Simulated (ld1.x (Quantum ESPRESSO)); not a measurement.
What the settings do to the TM potential of Mg (Z = 12)

Base potential:

```json
{
 "Element": "Mg (Z = 12)",
 "Generator": "ld1.x (Quantum ESPRESSO) 7.5",
 "Type": "norm-conserving Troullier–Martins (Kleinman–Bylander form)",
 "Functional": "LDA (PZ)",
 "Relativity": "scalar-relativistic",
 "Frozen core": "[Ne]",
 "Valence charge": "2",
 "Reference configuration": "3s2 3p0",
 "Partial waves": "3s (bound): rc 2.55 bohr; 3p (bound, empty): rc 3.80 bohr; 3d channel at 0.2 Ry: rc 3.85 bohr",
 "Local potential": "all-electron potential smoothed inside 3.40 bohr (lloc = -2)",
 "Core correction": "none"
}
```

All-electron outer shells of the reference configuration (LDA (PZ), scalar-relativistic, ld1.x):

```
shell  level (eV)  outermost node (bohr)  outermost maximum (bohr)
   2s      -79.28                   0.18                      0.55
   2p      -46.72                      –                      0.48
   3s       -4.79                   0.90                      2.53
   3p       -1.38                   0.96                      3.50
```

Cutoffs, loose and tight: the cutoffs (Ry, on a coarse ladder) from which the occupation-weighted sum of valence levels, in a spherical-Bessel basis at the reference potential, stays within 10 and 1 mRy of its value at 400 Ry. They do not see the model core or the augmentation charge, which bear on the density cutoff. Test errors are all-electron minus pseudo excitation energies from the reference, over the configurations 3s1 3p0; 3s1.5 3p0; 3s1 3p1; 3s0 3p2; 3s0 3p1 (two spin-polarised tests are not counted in the largest error). A dash means not determined; rows that change the core or the reference have their own tests.

A true bound ghost makes a file unfit for plane-wave use even where its test errors are small: the radial tests pick states by their node count and pass the ghost by.

| change | outcome | cutoff, loose | cutoff, tight | bound ghosts | largest test error (meV) |
| --- | --- | --- | --- | --- | --- |
| base | generated | 6 Ry | 18 Ry | none | +108 |
| reference 3s0.5 3p0 | generated | 6 Ry | 8 Ry | s | +121 |
| wave 3s (bound): rc 2.55 bohr becomes 3s (bound): rc 3.76 bohr | generated | 6 Ry | 6 Ry | none | +35 |
| wave 3p (bound): rc 3.80 bohr becomes 3p (bound): rc 5.04 bohr | generated | 6 Ry | 18 Ry | none | +104 |
| local potential the p channel | generated | 6 Ry | 18 Ry | none | +109 |
| wave 3d channel at 0.2 Ry: rc 3.85 bohr becomes 3d channel at 3.52 Ry: rc 3.85 bohr | generated | 6 Ry | 18 Ry | none | +108 |
| local potential all-electron potential smoothed inside 3.44 bohr (lloc = -2) | generated | 6 Ry | 18 Ry | s | +108 |
| wave 3d channel at 0.2 Ry: rc 3.85 bohr becomes 3d channel at 0.2 Ry: rc 2.90 bohr | generated | 6 Ry | 18 Ry | none | +108 |
| core [He], valence charge 10; reference 2s2 2p6 3s1.75 3p0.25; waves now 2p (bound): rc 0.75 bohr; 3d channel at 0.2 Ry: rc 0.70 bohr; 2s (bound): rc 0.65 bohr; local potential the s channel | generated | 300 Ry | over 300 Ry | none | +18 over the solved tests; 4 of 9 tests not solved or not reliable |
| all radii scaled by about 1.31 (s 3.34, p 4.98, d 5.06 bohr); local potential all-electron potential smoothed inside 4.46 bohr (lloc = -2) | generated | 6 Ry | 8 Ry | none | +57 |

Question: What comes out with this change to the base: type ultrasoft; waves now 3s (bound): rcut 2.20, rcutus 2.55 bohr; 3s channel at 4.35 Ry: rcut 2.20, rcutus 2.55 bohr; 3p (bound): rcut 3.30, rcutus 3.80 bohr; 3p channel at 0.25 Ry: rcut 3.30, rcutus 3.80 bohr; 3d channel at 0.2 Ry: rcut 3.35, rcutus 3.85 bohr; 3d channel at 1.75 Ry: rcut 3.35, rcutus 3.85 bohr; local potential all-electron potential smoothed inside 3.80 bohr (lloc = -1); augmentation PSQ, inside the norm-conserving radii?

Answer: outcome: generated; cutoff, loose: 6 Ry; cutoff, tight: 6 Ry; bound ghosts: none; largest test error (meV): +112.
